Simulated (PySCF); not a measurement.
Compound: p-cresol, C7H8O.
Atom-mapped SMILES: `[CH3:1][c:2]1[cH:3][cH:4][c:5]([OH:6])[cH:7][cH:8]1` (hydrogens: H9, H10, H11 on C1; H12 on C3; H13 on C4; H14 on O6; H15 on C7; H16 on C8)

Method: PBE0-D3(BJ)/def2-SVP geometry optimisation, gas phase (PySCF 2.14.0); density fitting, grid level 2; the optimiser is geomeTRIC in internal coordinates, started from a GFN2-xTB structure.

Step 0: E = -9419.1259 eV
```
atom  x, y, z in Å  |  force x, y, z in eV/Å
C1     -2.4537    0.0654    0.3015    0.463   0.031  -0.095
C2     -0.9694   -0.0023    0.1019   -0.567  -0.002   0.117
C3     -0.1042    0.6532    0.9665    0.052  -0.050  -0.069
C4      1.2648    0.6092    0.7745    0.083   0.010  -0.019
C5      1.7956   -0.0971   -0.2968    0.838   0.026  -0.046
O6      3.1379   -0.1718   -0.5224   -0.341  -0.022  -0.004
C7      0.9383   -0.7543   -1.1728    0.190   0.040   0.016
C8     -0.4260   -0.7027   -0.9689    0.107   0.055   0.075
H9     -2.9368   -0.8312   -0.0794   -0.265  -0.321  -0.112
H10    -2.6989    0.1778    1.3551   -0.179   0.033   0.387
H11    -2.8651    0.9223   -0.2332   -0.267   0.307  -0.175
H12    -0.5034    1.2076    1.8039   -0.169   0.227   0.372
H13     1.9266    1.1243    1.4593    0.266   0.203   0.279
H14     3.6095    0.3241    0.1575   -0.136  -0.045  -0.054
H15     1.3604   -1.2980   -2.0032    0.206  -0.252  -0.370
H16    -1.0832   -1.2178   -1.6548   -0.282  -0.241  -0.303
```

Question: Estimate the geometry and energy of step 1. (The exact step hangs on the optimiser's Hessian estimate; all steps are aligned on step 0, rigid shifts and turns removed.)

Answer: E = -9419.1681 eV, largest force 0.110 eV/Å
```
atom  x, y, z in Å  |  force x, y, z in eV/Å
C1     -2.4662    0.0725    0.2976   -0.089   0.001   0.013
C2     -0.9809   -0.0031    0.1063    0.084  -0.002  -0.003
C3     -0.1001    0.6484    0.9738   -0.063   0.045   0.067
C4      1.2782    0.6096    0.7811    0.085   0.034   0.043
C5      1.8182   -0.0937   -0.2978   -0.095  -0.027  -0.048
O6      3.1440   -0.1687   -0.5391    0.061   0.017   0.027
C7      0.9537   -0.7570   -1.1734    0.032  -0.025  -0.041
C8     -0.4189   -0.7069   -0.9664   -0.067  -0.045  -0.061
H9     -2.9679   -0.8315   -0.0807    0.010   0.026   0.015
H10    -2.7315    0.1882    1.3597    0.003  -0.003  -0.031
H11    -2.8971    0.9339   -0.2421    0.005  -0.021   0.013
H12    -0.5000    1.2042    1.8283    0.021  -0.019  -0.029
H13     1.9440    1.1293    1.4791   -0.023  -0.013  -0.014
H14     3.6140    0.3299    0.1372    0.021   0.000   0.000
H15     1.3816   -1.3108   -2.0125   -0.015   0.015   0.024
H16    -1.0788   -1.2352   -1.6626    0.030   0.018   0.024
```

The energy changes by -0.0423 eV. The first-order estimate −F·Δx gives -0.0890 eV and the mean of the old and new forces, exact on a quadratic surface, -0.0425 eV. The step makes an angle of 55° with the force vector and moves no atom by more than 0.035 Å.

The cost below is that of the whole optimisation. On an Arm Neoverse V1 with one thread (shared host), this took 39 s and 0.73 GiB of memory at its peak.
